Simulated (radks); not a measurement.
Trend from K to Kr: ionisation energy by Delta-SCF between NIST ground configurations, and size. Method: Dirac Kohn-Sham, BLYP, spin-unpolarised, spherical densities, point nucleus; open shells are shared between the two j in proportion to 2j + 1; computed with a radial shooting solver on a logarithmic mesh with Libxc functionals.

[
 {"species": "K", "configuration": "[Ar] 4s1", "configuration of the ion": "[Ar]", "IE (eV)": "4.359", "NIST (eV)": "4.341", "kind": "exp.", "outermost": "4s1/2", "<r> outermost (bohr)": "4.92", "r at 0.001 e/bohr^3 (bohr)": "4.40"},
 {"species": "Ca", "configuration": "[Ar] 4s2", "configuration of the ion": "[Ar] 4s1", "IE (eV)": "6.230", "NIST (eV)": "6.113", "kind": "exp.", "outermost": "4s1/2", "<r> outermost (bohr)": "4.00", "r at 0.001 e/bohr^3 (bohr)": "5.05"},
 {"species": "Sc", "configuration": "[Ar] 3d1 4s2", "configuration of the ion": "[Ar] 3d1 4s1", "IE (eV)": "6.824", "NIST (eV)": "6.561", "kind": "exp.", "outermost": "4s1/2", "<r> outermost (bohr)": "3.71", "r at 0.001 e/bohr^3 (bohr)": "4.95"},
 {"species": "Ti", "configuration": "[Ar] 3d2 4s2", "configuration of the ion": "[Ar] 3d2 4s1", "IE (eV)": "7.287", "NIST (eV)": "6.828", "kind": "exp.", "outermost": "4s1/2", "<r> outermost (bohr)": "3.51", "r at 0.001 e/bohr^3 (bohr)": "4.84"},
 {"species": "V", "configuration": "[Ar] 3d3 4s2", "configuration of the ion": "[Ar] 3d4", "IE (eV)": "7.270", "NIST (eV)": "6.746", "kind": "exp.", "outermost": "4s1/2", "<r> outermost (bohr)": "3.35", "r at 0.001 e/bohr^3 (bohr)": "4.73"},
 {"species": "Cr", "configuration": "[Ar] 3d5 4s1", "configuration of the ion": "[Ar] 3d5", "IE (eV)": "6.970", "NIST (eV)": "6.767", "kind": "exp.", "outermost": "4s1/2", "<r> outermost (bohr)": "3.43", "r at 0.001 e/bohr^3 (bohr)": "4.49"},
 {"species": "Mn", "configuration": "[Ar] 3d5 4s2", "configuration of the ion": "[Ar] 3d5 4s1", "IE (eV)": "8.401", "NIST (eV)": "7.434", "kind": "exp.", "outermost": "4s1/2", "<r> outermost (bohr)": "3.09", "r at 0.001 e/bohr^3 (bohr)": "4.54"},
 {"species": "Fe", "configuration": "[Ar] 3d6 4s2", "configuration of the ion": "[Ar] 3d6 4s1", "IE (eV)": "8.728", "NIST (eV)": "7.902", "kind": "exp.", "outermost": "4s1/2", "<r> outermost (bohr)": "2.99", "r at 0.001 e/bohr^3 (bohr)": "4.46"},
 {"species": "Co", "configuration": "[Ar] 3d7 4s2", "configuration of the ion": "[Ar] 3d8", "IE (eV)": "6.630", "NIST (eV)": "7.881", "kind": "exp.", "outermost": "4s1/2", "<r> outermost (bohr)": "2.89", "r at 0.001 e/bohr^3 (bohr)": "4.39"},
 {"species": "Ni", "configuration": "[Ar] 3d8 4s2", "configuration of the ion": "[Ar] 3d9", "IE (eV)": "6.497", "NIST (eV)": "7.640", "kind": "exp.", "outermost": "4s1/2", "<r> outermost (bohr)": "2.81", "r at 0.001 e/bohr^3 (bohr)": "4.32"},
 {"species": "Cu", "configuration": "[Ar] 3d10 4s1", "configuration of the ion": "[Ar] 3d10", "IE (eV)": "8.277", "NIST (eV)": "7.726", "kind": "exp.", "outermost": "4s1/2", "<r> outermost (bohr)": "2.93", "r at 0.001 e/bohr^3 (bohr)": "4.10"},
 {"species": "Zn", "configuration": "[Ar] 3d10 4s2", "configuration of the ion": "[Ar] 3d10 4s1", "IE (eV)": "9.940", "NIST (eV)": "9.394", "kind": "exp.", "outermost": "4s1/2", "<r> outermost (bohr)": "2.65", "r at 0.001 e/bohr^3 (bohr)": "4.19"},
 {"species": "Ga", "configuration": "[Ar] 3d10 4s2 4p1", "configuration of the ion": "[Ar] 3d10 4s2", "IE (eV)": "5.670", "NIST (eV)": "5.999", "kind": "exp.", "outermost": "4p3/2", "<r> outermost (bohr)": "3.47", "r at 0.001 e/bohr^3 (bohr)": "4.41"},
 {"species": "Ge", "configuration": "[Ar] 3d10 4s2 4p2", "configuration of the ion": "[Ar] 3d10 4s2 4p1", "IE (eV)": "7.366", "NIST (eV)": "7.899", "kind": "exp.", "outermost": "4p3/2", "<r> outermost (bohr)": "2.94", "r at 0.001 e/bohr^3 (bohr)": "4.48"},
 {"species": "As", "configuration": "[Ar] 3d10 4s2 4p3", "configuration of the ion": "[Ar] 3d10 4s2 4p2", "IE (eV)": "9.034", "NIST (eV)": "9.789", "kind": "exp.", "outermost": "4p3/2", "<r> outermost (bohr)": "2.59", "r at 0.001 e/bohr^3 (bohr)": "4.41"},
 {"species": "Se", "configuration": "[Ar] 3d10 4s2 4p4", "configuration of the ion": "[Ar] 3d10 4s2 4p3", "IE (eV)": "10.709", "NIST (eV)": "9.752", "kind": "exp.", "outermost": "4p3/2", "<r> outermost (bohr)": "2.33", "r at 0.001 e/bohr^3 (bohr)": "4.30"},
 {"species": "Br", "configuration": "[Ar] 3d10 4s2 4p5", "configuration of the ion": "[Ar] 3d10 4s2 4p4", "IE (eV)": "12.406", "NIST (eV)": "11.814", "kind": "exp.", "outermost": "4p3/2", "<r> outermost (bohr)": "2.13", "r at 0.001 e/bohr^3 (bohr)": "4.18"},
 {"species": "Kr", "configuration": "[Kr]", "configuration of the ion": "[Ar] 3d10 4s2 4p5", "IE (eV)": "14.134", "NIST (eV)": "14.000", "kind": "exp.", "outermost": "4p3/2", "<r> outermost (bohr)": "1.97", "r at 0.001 e/bohr^3 (bohr)": "4.06"}
]

Reference values: NIST Atomic Spectra Database (measured). Spin polarisation and multiplet splitting are left out, so open shells lie too high by an amount that depends on their filling. Sharing an open shell by 2j + 1 raises it above the true ground level by a part of the spin-orbit splitting, which enters the differences from NIST.

Beside tabulated values, note that spin-unpolarised runs miss the spin-polarisation part of the exchange energy of open shells.
